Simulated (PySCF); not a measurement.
Computed shifts of a molecule C₂H₆N₂Si, PBE/pcSseg-1 (PySCF), GIAO, gas phase, atoms alike by connectivity averaged where their shifts nearly agree, in ppm (number of nuclei): ¹³C: 96.8 (1), 93.3 (1). ²⁹Si: -52.3 (1). ¹⁵N: 38.3 (1), 33.6 (1). ¹H: 5.57 (1), 2.57 (1), 1.19 (1), 1.08 (1), 0.92 (1), 0.92 (1). References: ¹³C against TMS (σ = 182.0 ppm); ²⁹Si against TMS (σ = 335.4 ppm); ¹⁵N against NH3 (σ = 267.0 ppm); ¹H against TMS (σ = 31.49 ppm), references at their B3LYP-D3(BJ)/def2-TZVP geometries, non-relativistic. Coordinates come from a PBE-D3(BJ)/def2-SVP optimisation. One conformer was computed; it need not be the lowest.

Problem. Which structure fits?
(A) N[Si@H]1C=NC1
(B) N#CC[SiH2]N
(C) C#C[SiH](N)N

Solution. C, C#C[SiH](N)N
